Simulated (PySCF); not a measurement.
**Spin–spin couplings to the heavy atom in SMILES Ic1ncn[nH]1, C$_{2}$H$_{2}$IN$_{3}$**

Geometry:
| atom | x (Å) | y (Å) | z (Å) |
| --- | --- | --- | --- |
| I1 | 2.147 | -0.322 | -1.990 |
| C2 | 0.672 | -0.210 | -0.542 |
| N3 | 0.417 | -1.089 | 0.394 |
| C4 | -0.628 | -0.525 | 1.051 |
| N5 | -1.023 | 0.640 | 0.573 |
| N6 | -0.183 | 0.829 | -0.447 |
| H7 | -1.112 | -0.988 | 1.910 |
| H8 | -0.237 | 1.661 | -1.023 |

[PySCF integrals, density fitting: indirect couplings; PBE0/pcJ-1 (dyall-v2z on I), gas phase, finite nuclei, structure from PBE0-D3(BJ)/def2-SVP]

Non-relativistic values:
| coupling | atoms | J (Hz) |
| --- | --- | --- |
| 1J(127I,13C) | I1 – C2 | -227.1 |
| 2J(127I,15N) | I1 – N3 | -7.6 |
| 2J(127I,15N) | I1 – N6 | 7.4 |
| 3J(127I,13C) | I1 – C4 | -0.9 |
| 3J(127I,15N) | I1 – N5 | 7.7 |
| 3J(127I,1H) | I1 – H8 | -2.8 |
| 4J(127I,1H) | I1 – H7 | -0.9 |

Question: What do two-component X2C with spin–orbit coupling give?

Answer: 
```json
{"coupling": "1J(127I,13C)", "atoms": "I1 – C2", "with spin–orbit (Hz)": "-288.7"}
{"coupling": "2J(127I,15N)", "atoms": "I1 – N3", "with spin–orbit (Hz)": "-5.1"}
{"coupling": "2J(127I,15N)", "atoms": "I1 – N6", "with spin–orbit (Hz)": "12.5"}
{"coupling": "3J(127I,13C)", "atoms": "I1 – C4", "with spin–orbit (Hz)": "-3.5"}
{"coupling": "3J(127I,15N)", "atoms": "I1 – N5", "with spin–orbit (Hz)": "8.1"}
{"coupling": "3J(127I,1H)", "atoms": "I1 – H8", "with spin–orbit (Hz)": "-3.0"}
{"coupling": "4J(127I,1H)", "atoms": "I1 – H7", "with spin–orbit (Hz)": "-1.5"}
```

The largest listed coupling, 1J(127I,13C), ends at 1.27 times its non-relativistic value. Couplings to strongly quadrupolar nuclei (127I) are seldom resolved in solution.
